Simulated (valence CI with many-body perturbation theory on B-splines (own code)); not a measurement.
Valence orbitals of Eu XLI

Method: relativistic CI+MBPT: five valence electrons over a frozen Dirac-Fock core [Ar], radial functions for each j: 7 s, 7 p, 8 d, 6 f, 4 g, 1 h, with the one-electron correlation potential Σ1 (screened to all orders), the two-electron term Σ2, the three-electron term Σ3, Breit, model QED; selected single and double excitations, second order for the rest, scaled by the run's own slope (own B-spline code, finite nucleus).

No measured spectrum was set against this ion. As an estimate, large intervals hold to a few tenths of a per cent, small ones and those within an open d or f shell to about a per cent. Among the levels kept, up to 250 cm⁻¹ of a level comes from second order outside the variational space, and about a tenth of that is noise between levels of different J, which matters for small intervals. Only levels of the ground parity were solved; by the run's estimate the other parity begins above the list, which can be wrong where configurations are misplaced.

These are the spectroscopic orbitals of the CI (the correlating ones are not listed), shaped by the core and the other valence electrons. h is the expectation value of the core's Dirac-Fock operator, without the valence repulsion; Σ1 is computed up to l = 3 at one energy for each symmetry, that of its lowest orbital but kept below the first core excitation, so for empty shells it is not the orbital's own correlation shift; Breit and QED include the response of the core.

```csv
Orbital,h (hartree),Σ1 (cm⁻¹),Breit (cm⁻¹),QED (cm⁻¹),⟨r⟩ (bohr)
4s1/2,-76.624,-7617,7725,5799,0.4659
5s1/2,-46.97,-2920,3756,2871,0.7596
6s1/2,-31.74,-1464,2062,1603,1.129
4p1/2,-74.193,-10139,12243,-19.8,0.4611
5p1/2,-45.765,-3717,6095,-3.4,0.7601
6p1/2,-31.06,-1833,3398,-0.2,1.135
4p3/2,-72.009,-9521,7418,549,0.4765
5p3/2,-44.707,-3619,3717,281,0.7790
6p3/2,-30.468,-1809,2223,160,1.157
3d3/2,-128.87,-21422,16466,-1318,0.2062
4d3/2,-68.588,-10042,5976,-368,0.4530
5d3/2,-43.051,-3894,2912,-169,0.7679
3d5/2,-127.51,-19991,8481,-559,0.2095
4d5/2,-68.089,-9679,3121,-112,0.4570
5d5/2,-42.803,-3726,1506,-44.5,0.7728
4f5/2,-64.936,-23923,752,-233,0.4112
5f5/2,-41.353,-9690,337,-112,0.7356
4f7/2,-64.762,-20121,-138,-133,0.4130
5f7/2,-41.259,-8118,-34.8,-60.0,0.7377
5g7/2,-40.401,,57.0,-28.5,0.6635
5g9/2,-40.358,,-32.2,-4.0,0.6646
```

Among the shells of the start configuration 3d5, Σ1 is largest in size for 3d3/2, where it is 0.076 % of h.

Lowest root of each symmetry, sizes in configuration state functions:

```csv
J,Parity,Roots,Reference,Variational,Second order,Change by selected CI (cm⁻¹),Change by second order (cm⁻¹)
1/2,even,4,74,17619,57631,-20277,-3
3/2,even,7,127,25920,176432,-19480,-35
5/2,even,10,152,27492,166849,-18528,-102
7/2,even,7,137,25042,269542,-18750,-239
9/2,even,5,107,25167,18856,-19246,-183
11/2,even,3,67,25368,10886,-18680,-38
13/2,even,1,35,19515,6683,-18197,-9
```
